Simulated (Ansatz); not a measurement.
Cl2F2Ga2H2 (`[Cl][Ga@H-]1[F+][Ga@@H-]([Cl])[F+]1`). Total charge 0; spin multiplicity 1.

Z-matrix (Å, degrees):
```
Ga
F 1 1.929
Ga 1 2.974 2 39.6
F 1 1.929 2 79.1 3 3.0
Cl 1 2.121 2 107.0 3 -101.6
H 1 1.540 2 111.3 3 111.7
Cl 3 2.121 1 110.4 2 -92.3
H 3 1.540 1 119.9 2 87.7
```

(1) List the harmonic frequencies (cm⁻¹, unscaled) at PBE0-D4/def2-TZVP in Ansatz. (An estimate is asked.)

(2) Is this a minimum?

(3) Give the ideal-gas thermochemistry at 298.15 K and 1 bar (rigid rotor, harmonic oscillator; point group C2v, symmetry number 2).

## Answers

(1) Ansatz gave: 38, 83, 113, 158, 193, 248, 314, 411, 425, 446, 459, 493, 551, 553, 586, 602, 2092, 2094.

(2) Yes, all 18 modes are real.

(3) Zero-point energy 59.0 kJ/mol; H(298) − E = 85.9 kJ/mol; entropy 409.4 J/(mol·K), of which translation 177.7, rotation 121.6, vibration 110.1; G(298) − E = -36.2 kJ/mol. Modes under 100 cm⁻¹ are hindered rotations or soft bends, so the harmonic entropy is rough.
